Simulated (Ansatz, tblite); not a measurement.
Isomers of Pb5Se10 (singlet), found by a short tight-binding search and relaxed with PBE-D4/def2-SVP in Ansatz.

In the def2 sets Pb takes a core potential; there is no spin–orbit coupling. The xTB rows come from tblite. Correlated methods freeze 110 core orbitals; core or outer-core shells of Pb, Se are correlated, in sets that lack core-valence functions. Single mean-field runs in def2-SVP, def2-TZVP are fitted with def2-universal-jkfit.

Run but left out: HF/def2-SVP (B: restricted singlet, unstable towards broken spin symmetry).

B: The restricted singlet is unstable towards broken spin symmetry in Hartree–Fock (as tested in another run); at PBE-D4/def2-TZVP, r2SCAN-D4/def2-SVP, B97M-V/def2-SVP, PBE0-D4/def2-SVP and others this wasn't settled. At MP2/def2-SVP the restricted singlet (for correlated methods, its reference) is unstable: a solution with broken spin symmetry lies lower.

Other spin states weren't relaxed.

A:

Cartesian coordinates in Å:
```
Pb 0.8162 -0.7480 2.9883
Pb -1.3493 -2.1162 -1.0582
Pb 0.2545 1.5804 -0.5501
Pb -0.2304 -0.1123 -4.4721
Pb 2.6945 -2.4904 0.1421
Se -2.3426 0.3759 0.0758
Se -1.1890 2.1945 -3.0449
Se 0.1392 -2.9016 1.2859
Se 3.7356 -1.5980 2.7361
Se -1.0386 3.7316 0.8656
Se -2.1521 0.3906 2.4444
Se 2.9389 0.1497 1.2469
Se -2.6785 0.2996 -3.1337
Se 1.0097 -1.1613 -2.2316
Se -0.6079 2.4056 2.7053
```

B:

```csv
atom,x (Å),y (Å),z (Å)
Pb1,2.0648,0.1620,3.0049
Pb2,1.0561,-1.9676,-1.6788
Pb3,-2.1684,2.8481,-0.5529
Pb4,2.2011,2.1148,-2.4091
Pb5,-3.1374,-0.7929,-0.6228
Se6,0.6386,3.0290,-0.2419
Se7,-2.0751,0.9743,-2.7714
Se8,-1.8838,0.8623,1.3895
Se9,3.0976,0.2713,-0.5258
Se10,-0.1704,-0.8809,4.2673
Se11,-1.4320,-2.8394,-0.9582
Se12,-0.5074,-2.5162,2.5472
Se13,0.1338,0.2838,-3.3287
Se14,1.5375,-2.1350,1.3797
Se15,0.6450,0.5863,0.5011
```

C:

Cartesian coordinates in Å:
```
Pb 2.913 0.974 -2.621
Pb -2.468 -0.337 -2.209
Pb -0.385 2.778 -2.005
Pb 0.905 -1.851 -0.779
Pb -0.396 0.635 2.135
Se -3.535 -1.662 0.950
Se -2.275 -1.337 2.872
Se -2.209 -2.751 -0.728
Se 0.202 0.236 -3.307
Se 3.046 -2.131 1.224
Se 2.113 2.836 -0.685
Se 0.812 -2.024 2.096
Se -1.979 1.468 -0.094
Se 0.635 2.732 3.012
Se 2.621 0.434 0.140
```

D:

Cartesian coordinates in Å:
```
Pb -0.935 -1.038 2.043
Pb -2.769 -3.275 -1.363
Pb 0.561 -0.920 -1.709
Pb 0.626 3.718 1.545
Pb 3.261 1.385 1.283
Se -1.458 4.873 0.100
Se -1.565 1.936 2.155
Se -2.116 -0.683 -0.565
Se -0.254 -4.554 -0.855
Se -0.524 -3.637 -3.052
Se 1.083 -2.646 0.554
Se 1.971 -0.798 2.261
Se -2.025 2.547 -0.154
Se 0.928 1.903 -0.809
Se 3.217 1.189 -1.434
```

**Question.** Estimate which lies lowest at each level, and how far above it the others are (kJ/mol).

**Answer.** 
| level | A | B | C | D |
| --- | --- | --- | --- | --- |
| GFN1-xTB | 0.0 | 21.1 | 151.2 | 65.1 |
| GFN2-xTB | 0.0 | 34.2 | 168.9 | 100.6 |
| PBE-D4/def2-SVP | 0.0 | 75.3 | 171.2 | 106.6 |
| PBE-D4/def2-TZVP | 0.0 | 78.4 | 163.1 | 105.7 |
| r2SCAN-D4/def2-SVP | 0.0 | 95.2 | 181.0 | 120.7 |
| B97M-V/def2-SVP | 0.0 | 122.0 | 196.8 | 133.0 |
| PBE0-D4/def2-SVP | 0.0 | 98.8 | 202.7 | 127.8 |
| PBE0-D4/def2-TZVP | 0.0 | 102.0 | 193.1 | 127.7 |
| RPA@PBE/def2-SVP | 0.0 | 127.3 | 188.9 | 133.8 |
| MP2/def2-SVP | 0.0 | 98.7 | 189.6 | 136.7 |
Point groups (tolerance 0.1 Å): A not assigned, B not assigned, C not assigned, D not assigned. Lower isomers may exist. From def2-SVP to def2-TZVP the PBE0 values move by up to 9.6 kJ/mol, so results in the small set are rough.
